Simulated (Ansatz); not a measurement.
Consider the formal exchange of groups at the Se–C bond: `COC(F)[SeH]` + `FBF` → `FB(F)[SeH]` + `COCF`.

Computed with Ansatz on PBE0-D4/def2-TZVP structures; ΔE is electronic, products minus reactants. CCSD(T)/CBS is the MP2 limit (def2-TZVPP, def2-QZVPP) plus CCSD(T) − MP2 in def2-TZVPP, frozen cores. This one scheme is used for every species. Functionals use def2-TZVPP. For Se outer-core shells are correlated without core-valence functions, which leaves a few kJ/mol of doubt a bond. Scalar relativity is left out up to krypton. Each species was taken in one conformer, which may not be the lowest.

`COC(F)[SeH]`:

Cartesian coordinates in Å:
```
C 1.160 -0.906 -0.151
O 0.546 0.317 0.231
C -0.809 0.262 0.240
F -1.271 -0.479 1.305
Se -1.557 2.059 0.481
H 2.228 -0.710 -0.210
H 0.971 -1.688 0.589
H 0.795 -1.235 -1.131
H -1.213 -0.209 -0.664
H -0.850 2.589 -0.691
```

`FBF`:

Cartesian coordinates in Å:
```
F -0.208 0.264 1.249
B 0.033 -0.019 -0.011
F -0.852 0.349 -0.908
H 1.027 -0.594 -0.330
```

`FB(F)[SeH]`:

Cartesian coordinates in Å:
```
F -1.402 0.509 1.089
B -0.353 -0.002 0.479
F 0.318 -0.960 1.084
Se 0.145 0.680 -1.268
H 1.292 -0.227 -1.385
```

`COCF`:

Z-matrix (Å, degrees):
```
C
O 1 1.414
H 1 1.097 2 110.8
H 1 1.089 2 107.0 3 118.9
H 1 1.093 2 111.3 3 -121.6
C 2 1.362 1 114.0 3 55.1
F 6 1.383 2 111.4 1 70.0
H 6 1.099 2 112.1 1 -48.8
H 6 1.091 2 107.6 1 -172.1
```

```tsv
level	ΔE (eV)
PBE-D4	-1.06
CCSD/CBS(def2)	-1.08
```

Task: What does CCSD(T)/CBS give? (Best estimate.)

Result: The calculation gave: -1.06 eV. The listed levels differ from it by 0.00, -0.02 eV.

Largest T1 diagnostic among the species: 0.013.

From PBE to PBE0 (25 % exact exchange), in def2-TZVPP and without D4, ΔE moves by −0.04 eV. In def2-TZVPP, CCSD(T) changes the Hartree–Fock value by +0.07 eV (the triples alone add +0.02 eV) and MP2 by +0.06 eV.
